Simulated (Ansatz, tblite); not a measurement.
Cost and result up the ladder for Mg4H8 (the lowest singlet isomer of a short search) (12 atoms). Total charge 0; singlet. Geometry: r2SCAN-D4/def2-SVP.

```xyz
12

Mg   -1.228    0.340    1.775
Mg    1.049   -1.484   -1.212
Mg   -1.041    0.645   -1.184
Mg    1.302    1.037    0.360
H     2.322   -0.134   -0.558
H     0.295    1.892   -0.930
H    -0.073   -0.463    0.228
H    -1.984   -0.415    3.107
H     1.432   -3.142   -1.366
H    -0.318   -0.578   -2.297
H     0.440    1.372    1.909
H    -2.198    0.931    0.170
```

Ansatz on 4 threads of AMD EPYC 7B13 on a shared host; xTB runs through tblite on one thread. Times are rough, summed over both states, and most runs start from the orbitals of an earlier one. PBE0-D4/def2-TZVP serves as the yardstick here, not as an exact answer. The other state is a doublet.

The xTB rows come from tblite. HOMO above LUMO, or a gap near zero within one spin, warns that the state may not be the lowest or that an electron is smeared out. The structure comes from a short search, and lower isomers may exist.

Raw xTB energies of ions are shifted by several eV.

```tsv
level	functions	wall time
GFN1-xTB	32	0.012 s
GFN2-xTB	44	0.023 s
PBE-D4/def2-TZVP	176	4.2 s
PBE0-D4/def2-TZVP	176	6.5 s
r2SCAN-D4/def2-TZVP	176	9 s
```

Estimate what each level gives for the vertical IE (eV).


```tsv
level	vertical IE (eV)	difference from PBE0-D4/def2-TZVP (eV)	remarks
GFN1-xTB	13.52	4.82	–
GFN2-xTB	12.58	3.88	–
PBE-D4/def2-TZVP	8.22	-0.48	gap within one spin near zero (+1 doublet)
PBE0-D4/def2-TZVP	8.70	0.00	–
r2SCAN-D4/def2-TZVP	8.31	-0.39	gap within one spin near zero (+1 doublet)
```
